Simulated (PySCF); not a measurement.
NMR data simulated for an unnamed compound:

¹H NMR (300 MHz, computed): δ 8.75 (d, 2H), 7.14 (t, 1H).

¹³C{¹H} NMR (computed): δ 178.5 (C), 166.7 (CH), 123.8 (CH).

Computed data (PySCF 2.14): geometry: PBE0-D3(BJ)/def2-TZVP, GIAO B97-2/pcSseg-2 shieldings. Single conformer, gas phase, relativity neglected, rapidly exchanging positions averaged.

Scale: ¹H, ¹³C against TMS (reference shieldings calculated alike).

**Question.** Which of these does the molecule contain: a benzene ring, a heteroaromatic ring, a non-aromatic C=C double bond, an aldehyde?

**Answer.** 
- A benzene ring: no.
- A heteroaromatic ring: yes.
- A non-aromatic C=C double bond: no.
- An aldehyde: no.

The data belong to `Clc1ncccn1`, C4H3ClN2; they needn't prove each group on their own.

Carbon signals by region: 2 in the far downfield region (above 160 ppm), 1 in the sp2 and nitrile region (100–160 ppm). Above 160 ppm: 178.5, aromatic carbon bearing chlorine, 166.7, aromatic CH next to a ring nitrogen.

Carbons that carry Cl, above all several Cl atoms, come out too deshielded, partly because spin–orbit coupling is missing. Shifts are as computed. Against solution values, carbons near 30 ppm lie about +3 ppm off and those near 130 ppm about +7 ppm; carbons on Cl a further +5 ppm. Of 1211 compounds with measured shifts, 218 miss one by over three times the rms of a fit or turn the order of signals round; such compounds aren't used in these exercises. Multiplicities follow the n + 1 count of equivalent neighbours, as no J values were calculated; m marks all less simple cases, F and P coupling included.
